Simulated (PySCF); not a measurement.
A series of related molecules.

All values: wB97X-D/def2-SVPD (PySCF) at GFN2-xTB geometries, gas phase, one conformer each. Core orbitals are frozen in the response; Δα² is half the sum of the squared differences of the principal polarisabilities.

(1) Rank by dipole moment, highest first.
A. `[CH3:1][O:2][CH2:3][C@@:4]1([C:5]#[N:6])[O:7][C@H:8]1[F:9]` with C1–O2–C3–C4 179°, O2–C3–C4–C5 66°
B. `[CH3:1][O:2][CH2:3][C@@:4]1([C:5]#[N:6])[CH2:7][O:8]1` with C1–O2–C3–C4 68°, O2–C3–C4–C5 46°
C. `[CH3:1][O:2][C:3](=[O:4])[C@@:5]1([C:6]#[N:7])[O:8][C@H:9]1[F:10]` with C1–O2–C3–O4 0°, O2–C3–C5–C6 -152°
D. `[N:1]#[C:2][C@@:3]1([CH2:4][OH:5])[O:6][C@H:7]1[F:8]` with C2–C3–C4–O5 -93°, C3–C4–O5–H 171°
E. `[N:1]#[C:2][C@@:3]1([CH2:4][O:5][CH:6]=[O:7])[O:8][C@@H:9]1[F:10]` with C2–C3–C4–O5 42°, C3–C4–O5–C6 -94°, C4–O5–C6–O7 -1°

(2) Rank by polarisability anisotropy Δα, highest first.
A. `[N:1]#[C:2][C@@:3]1([CH2:4][O:5][CH:6]=[O:7])[O:8][C@@H:9]1[F:10]` with C2–C3–C4–O5 42°, C3–C4–O5–C6 -94°, C4–O5–C6–O7 -1°
B. `[CH3:1][O:2][C:3](=[O:4])[C@@:5]1([C:6]#[N:7])[O:8][C@H:9]1[F:10]` with C1–O2–C3–O4 0°, O2–C3–C5–C6 -152°
C. `[N:1]#[C:2][C@@:3]1([CH2:4][OH:5])[O:6][C@H:7]1[F:8]` with C2–C3–C4–O5 -93°, C3–C4–O5–H 171°
D. `[CH3:1][O:2][CH2:3][C@@:4]1([C:5]#[N:6])[O:7][C@H:8]1[F:9]` with C1–O2–C3–C4 179°, O2–C3–C4–C5 66°

## Answers

(1) D (5.30 D), B (4.23 D), C (3.77 D), A (3.11 D), E (2.73 D).

(2) B (4.00 Å³), A (3.49 Å³), D (2.64 Å³), C (2.38 Å³).

All values together:

| SMILES | change | formula | μ (D) | HOMO (eV) | LUMO (eV) | α (Å³) | Δα (Å³) | electrons | α per electron (Å³) |
| --- | --- | --- | --- | --- | --- | --- | --- | --- | --- |
| COC[C@@]1(C#N)O[C@H]1F | parent | C5H6FNO2 | 3.11 | -10.17 | 1.37 | 10.39 | 2.64 | 68 | 0.153 |
| N#C[C@@]1(COC=O)O[C@@H]1F | CH2 replaced by C=O | C5H4FNO3 | 2.73 | -10.87 | 1.15 | 10.35 | 3.49 | 74 | 0.140 |
| COC[C@@]1(C#N)CO1 | terminal F group replaced by H | C5H7NO2 | 4.23 | -9.99 | 1.70 | 10.13 | 2.52 | 60 | 0.169 |
| COC(=O)[C@@]1(C#N)O[C@H]1F | CH2 replaced by C=O | C5H4FNO3 | 3.77 | -10.96 | 0.55 | 10.55 | 4.00 | 74 | 0.143 |
| N#C[C@@]1(CO)O[C@H]1F | terminal C group replaced by H | C4H4FNO2 | 5.30 | -10.96 | 1.18 | 8.57 | 2.38 | 60 | 0.143 |

Conformers: `[CH3:1][O:2][CH2:3][C@@:4]1([C:5]#[N:6])[O:7][C@H:8]1[F:9]` with C1–O2–C3–C4 179°, O2–C3–C4–C5 66°; `[N:1]#[C:2][C@@:3]1([CH2:4][O:5][CH:6]=[O:7])[O:8][C@@H:9]1[F:10]` with C2–C3–C4–O5 42°, C3–C4–O5–C6 -94°, C4–O5–C6–O7 -1°; `[CH3:1][O:2][CH2:3][C@@:4]1([C:5]#[N:6])[CH2:7][O:8]1` with C1–O2–C3–C4 68°, O2–C3–C4–C5 46°; `[CH3:1][O:2][C:3](=[O:4])[C@@:5]1([C:6]#[N:7])[O:8][C@H:9]1[F:10]` with C1–O2–C3–O4 0°, O2–C3–C5–C6 -152°; `[N:1]#[C:2][C@@:3]1([CH2:4][OH:5])[O:6][C@H:7]1[F:8]` with C2–C3–C4–O5 -93°, C3–C4–O5–H 171°.

**Question.** Give the shifts from the parent, `COC[C@@]1(C#N)O[C@H]1F`.

**Answer.** 
| SMILES | change in μ (D) | change in HOMO (eV) | change in LUMO (eV) | change in mean α (Å³) |
| --- | --- | --- | --- | --- |
| N#C[C@@]1(COC=O)O[C@@H]1F | -0.38 | -0.70 | -0.22 | -0.04 |
| COC[C@@]1(C#N)CO1 | +1.12 | +0.18 | +0.33 | -0.26 |
| COC(=O)[C@@]1(C#N)O[C@H]1F | +0.66 | -0.79 | -0.82 | +0.16 |
| N#C[C@@]1(CO)O[C@H]1F | +2.19 | -0.79 | -0.19 | -1.82 |
